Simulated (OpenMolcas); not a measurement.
An OpenMolcas run meant for Be⁺ (ANO-RCC-VDZP, X2C; inactive shells 1s; intended active space 1 electron in 4 orbitals (2s 2p)). One step of its input:

```
&CASPT2
Multistate=1 1
Frozen=0 0
IPEA=0.25
Imaginary=0.1
MaxIter=60
WThr=0.0 0.3 0.05
PrWF=0.5
NoMix
Shift=0.2
Sig2=0.3
```

Lines from the output:

```
|
   --------------------------------------------------------------------------------------
++ ---------   Input file   ---------
>>> COPY JOB001 $Project.JobIph
&CASPT2
Multistate=1 1
Frozen=0 0
IPEA=0.25
Imaginary=0.1
MaxIter=60
WThr=0.0 0.3 0.05
PrWF=0.5
NoMix
Shift=0.2
Sig2=0.3
-- ----------------------------------
>>> COPY JOB001 a.JobIph
*** symbolic link created: INPORB -> a.RasOrb
--- Start Module: caspt2 at  ---
()()()()()()()()()()()()()()()()()()()()()()()()()()()()()()()()()()()()()()()()()()()()()()()()()()
                                              &CASPT2
                                   only a single process is used
                       available to each process: 2.3 GB of memory, 1 thread
()()()()()()()()()()()()()()()()()()()()()()()()()()()()()()()()()()()()()()()()()()()()()()()()()()
 ###    ERROR: More than one intruder-state removal technique                ###
 ###    active: SHIFt/IMAGinary/SIG1/SIG2 are mutually exclusive!            ###
--- Stop Module: caspt2 at  /rc=_RC_INPUT_ERROR_ ---
.####################.
.# User input error #.
.####################.
```

Task: What is wrong with the input?

Result: More than one intruder-state remedy is switched on.
